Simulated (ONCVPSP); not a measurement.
# Pseudopotentials across the periodic table

Generated with ld1.x 7.5 (TM, RRKJ, ultrasoft, PAW), atompaw 4.2 or ONCVPSP 4.0.1. The cutoff is in Ry: for ld1.x and atompaw files where the sum of valence levels is converged to 10 mRy in a Bessel basis, for ONCV files where the hardest occupied wave has 1 mHa per electron of residual kinetic energy. The error is the largest all-electron minus pseudo excitation energy over each file’s own four to seven test configurations (ionisations up to +4, promotions, holes and added fractions of an electron), all of which were solved. The labels leave out finer settings (local radius, basis sizes, second energies), which also bear on the numbers. Spin-polarised tests are not counted. The rows are a selection from randomly drawn settings: files with unsolved tests, undetermined cutoffs or missed reference levels are left out.

A true bound ghost makes a file unfit for plane-wave use even where its test errors are small: the radial tests pick states by their node count and pass the ghost by.

```tsv
element	potential	cutoff (Ry)	largest error (meV)	bound ghosts
O	ONCV, PBEsol, non-relativistic, rc 0.95/1.75/1.30 (spd), local smoothed, core correction yes, reference 2s2 2p3, qcut 5.5/8.5/7.2, projectors 1/1/2	230	+914	none
Cl	ONCV, BLYP, scalar-relativistic, rc 0.65/0.75 (sp), local smoothed, core correction yes, reference 2s2 2p6 3s2 3p5, qcut 14.4/21.2, projectors 2/2	329	+11	none
Sc	ONCV, PBEsol, scalar-relativistic, rc 2.95/2.35/2.35 (spd), local smoothed, core correction yes, reference 3d1 4s2, qcut 2.6/3/5.3, projectors 3/2/2	27	+125	p
Rh	ONCV, LDA (Perdew-Zunger), scalar-relativistic, rc 1.60/1.10/1.80/1.95 (spdf), local smoothed, core correction yes, reference 4s2 4p6 4d8 5s1, qcut 6.6/6.4/10/5.4, projectors 3/1/3/2	365	+25	none
Ag	ONCV, LDA (Perdew-Wang 92), scalar-relativistic, rc 1.68/1.38/1.80 (spd), local smoothed, core correction no, reference 4s2 4p6 4d10 5s1, qcut 9.3/6.3/10.6, projectors 2/1/2	60	-248	none
Sb	ONCV, PBEsol, scalar-relativistic, rc 1.75/2.00 (sp), local smoothed, core correction yes, reference 5s2 5p3, qcut 3.5/4.9, projectors 1/3	15	-104	p
Ba	ONCV, PBE, fully relativistic, rc 2.70/2.40/2.15 (spd), local d, core correction no, reference 5s2 5p6 6s2, qcut 4.1/6.8/4.6, projectors 3/2/0	24	-0.9	none
Lu	ONCV, PBE, scalar-relativistic, rc 1.85/2.00/2.10/0.95 (spdf), local smoothed, core correction yes, reference 4f14 5s2 5p6 5d1 6s1, qcut 6.5/5.4/4.8/16.1, projectors 2/2/3/1	251	-11	s
```

Problem. Fill in the row for Fe: ONCV, PBE, scalar-relativistic, rc 1.55/1.10/1.80 (spd), local smoothed, core correction no, reference 3s2 3p6 3d6 4s2, qcut 9.1/12.3/7.8, projectors 3/2/2.

Solution. cutoff 64 Ry, largest error +72 meV, bound ghosts: none.
